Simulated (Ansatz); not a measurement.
Reaction (isomerisation): `CC#[C][GeH2][NH2]` → `C[CH]([GeH3])C#N`

Computed with Ansatz on PBE0-D4/def2-TZVP structures; ΔE is electronic, products minus reactants. CCSD(T)/CBS adds triple-zeta CCSD(T) − MP2 to the extrapolated MP2 energy (def2 sets, frozen cores). DFT in def2-TZVPP. B3LYP here is the variant with VWN-RPA as its local correlation; programs differ in this. For Ge outer-core shells are correlated without core-valence functions, which leaves a few kJ/mol of doubt a bond. Scalar relativity is left out up to krypton. Each species was taken in one conformer, which may not be the lowest.

`CC#[C][GeH2][NH2]`:

```xyz
12

C     1.677    2.204   -0.141
C     0.950    0.967    0.063
C     0.347   -0.066    0.236
Ge   -0.633   -1.681    0.485
N    -2.229   -1.718   -0.428
H     1.244    2.779   -0.963
H     1.650    2.825    0.758
H     2.724    2.005   -0.383
H     0.215   -2.848   -0.036
H    -0.959   -1.826    1.976
H    -2.115   -1.651   -1.431
H    -2.870   -0.991   -0.138
```

`C[CH]([GeH3])C#N`:

```xyz
12

C     0.166   -1.436   -0.301
C    -0.160   -0.192    0.526
Ge   -0.515    1.387   -0.632
C     0.900    0.142    1.450
N     1.761    0.424    2.162
H     0.333   -2.302    0.343
H    -0.659   -1.666   -0.977
H     1.066   -1.284   -0.900
H    -1.072   -0.353    1.109
H    -0.867    2.598    0.239
H    -1.694    1.019   -1.547
H     0.740    1.662   -1.471
```

```csv
level,ΔE (eV)
PBE0-D4,-0.56
B3LYP-D4,-0.55
B2PLYP,-0.51
PBE0,-0.53
HF/def2-TZVPP,-0.51
CCSD/def2-TZVPP,-0.56
HF/def2-QZVPP,-0.50
MP2/def2-QZVPP,-0.51
```

What does CCSD(T)/CBS give? (Best estimate.)

Ansatz gave: -0.52 eV. The listed levels differ from it by -0.04, -0.03, 0.01, -0.01, 0.01, -0.04, 0.02, 0.01 eV.

Largest T1 diagnostic among the species: 0.012.

The D4 term adds −0.06 eV with B3LYP and −0.03 eV with PBE0; it sums over pairs of atoms, weighted by their polarisabilities, and B3LYP, whose exchange is more repulsive, gets the larger term.
